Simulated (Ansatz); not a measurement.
Reaction (cleavage of the Si–Ge bond): `[SiH3][GeH2][B](Cl)Cl` + `CC(O)O` → `CC(O)O[SiH3]` + `Cl[B](Cl)[GeH3]`

Gas-phase electronic energies from Ansatz, PBE0-D4/def2-TZVP geometries. CBS: MP2 limit from def2 TZ/QZ plus the TZ coupled-cluster correction, frozen cores. For Ge outer-core shells are correlated without core-valence functions, which leaves a few kJ/mol of doubt a bond. Scalar relativity is left out up to krypton. Each species was taken in one conformer, which may not be the lowest.

| species | CCSD(T)/CBS(def2) energy (Eh) |
| --- | --- |
| `[SiH3][GeH2][B](Cl)Cl` | -3312.62129 |
| `CC(O)O` | -230.06544 |
| `CC(O)O[SiH3]` | -520.37457 |
| `Cl[B](Cl)[GeH3]` | -3022.33161 |

(1) Work out ΔE.

Largest T1 diagnostic among the species: 0.013.

Answers

(1) ΔE = (-520.37457) + (-3022.33161) − (-3312.62129) − (-230.06544) = -0.01945 Eh = -12.2 kcal/mol.

In def2-TZVPP, CCSD(T) changes the Hartree–Fock value by +5.6 kcal/mol (the triples alone add +0.7 kcal/mol) and MP2 by +4.9 kcal/mol. From PBE to PBE0 (25 % exact exchange), in def2-TZVPP and without D4, ΔE moves by −1.3 kcal/mol.
